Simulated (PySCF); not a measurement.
Atoms are numbered as in `[CH3:1][NH:2][SiH2:3][NH2:4]`. Each H is labelled by its parent atom.

How the numbers were obtained: shielding tensors at HF/pcSseg-2 (GIAO), structure optimised with PBE0-D3(BJ)/def2-SVP, in PySCF (in vacuum, averaged over atoms made equivalent by symmetry, fast rotation or ring inversion, single conformer, non-relativistic).

Referencing at the same level of theory: ¹³C (σref 191.47) and ¹H (σref 31.68) and ²⁹Si (σref 382.96) vs TMS; ¹⁵N (σref 260.75) against NH3.

| atoms | nucleus | count | δ (ppm) |
| --- | --- | --- | --- |
| H(C1) | ¹H | 3 | 2.49 |
| N2 | ¹⁵N | 1 | 13.1 |
| H(Si3) | ¹H | 2 | ? |
| C1 | ¹³C | 1 | ? |
| Si3 | ²⁹Si | 1 | -36.1 |
| N4 | ¹⁵N | 1 | 12.2 |
| H(N4) | ¹H | 2 | 0.71 |
| H(N2) | ¹H | 1 | 0.12 |

Fill in the missing shifts.

Results:


- C1: 28.2 ppm, methyl carbon bonded to N; deshielded by the electronegative neighbour
- H(Si3): 4.39 ppm, hydrogen on a silicon bonded to 2 N

The OH or NH signal is concentration- and solvent-dependent in practice; the value given is the gas-phase one. Shifts are as computed, not scaled to solution data. Of 1309 compounds with measured shifts, 239 miss one by over three times the rms of a fit or turn the order of signals round; such compounds aren't used in these exercises. Experimental scales use liquid or dissolved standards, which lie at an offset from isolated NH3 (liquid NH3: subtract about 20 ppm).
